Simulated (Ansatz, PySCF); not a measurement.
C₂H₆N, SMILES C[N]C, multiplicity 2. Atoms are numbered in the order given.

```xyz
9

C      1.1914     0.0266     0.0749
N     -0.0396     0.2692    -0.6250
C     -1.1757    -0.1234     0.1619
H      1.2968    -1.0400     0.3273
H      1.2180     0.5781     1.0276
H      2.0445     0.3311    -0.5332
H     -1.1258    -1.1929     0.4190
H     -2.1025     0.0659    -0.3818
H     -1.2033     0.4270     1.1152
```
Charge 0, spin multiplicity 2.

Coordinates come from a ωB97X-D3(BJ)/def2-TZVP optimisation. The isomer is the one that the SMILES or the coordinates give; other isomers of the formula were not compared.

Two levels are set side by side: PBE-D3(BJ)/def2-TZVP (Ansatz, a first-principles code) and ωB97X-D3(BJ)/def2-TZVP (PySCF). Each level has its own optimised geometry; the coordinates shown are those of the second. Frequencies come from the Hessian of PySCF at each geometry. Differences are taken from unrounded values.

```
quantity                            ωB97X-D3(BJ)  PBE-D3(BJ)  PBE-D3(BJ) minus ωB97X-D3(BJ)
----------------------------------  ------------  ----------  -----------------------------
mean bond length (Å)                       1.182       1.189                          0.006
bond C1–N2 (Å)                             1.437       1.434                         -0.002
bond N2–C3 (Å)                             1.437       1.434                         -0.002
bond C1–H4 (Å)                             1.101       1.111                          0.010
bond C1–H5 (Å)                             1.101       1.111                          0.010
bond C1–H6 (Å)                             1.091       1.098                          0.007
bond C3–H7 (Å)                             1.101       1.111                          0.010
bond C3–H8 (Å)                             1.091       1.098                          0.007
bond C3–H9 (Å)                             1.101       1.111                          0.010
highest harmonic wavenumber (cm⁻¹)          3137        3034                           -103
mean harmonic wavenumber (cm⁻¹)             1627        1555                            -72
zero-point energy (kcal/mol)               48.84       46.69                          -2.15
```

GGA bonds tend to be longer and softer than those of functionals with exact exchange. Differences between two approximate levels are no errors against the true value.
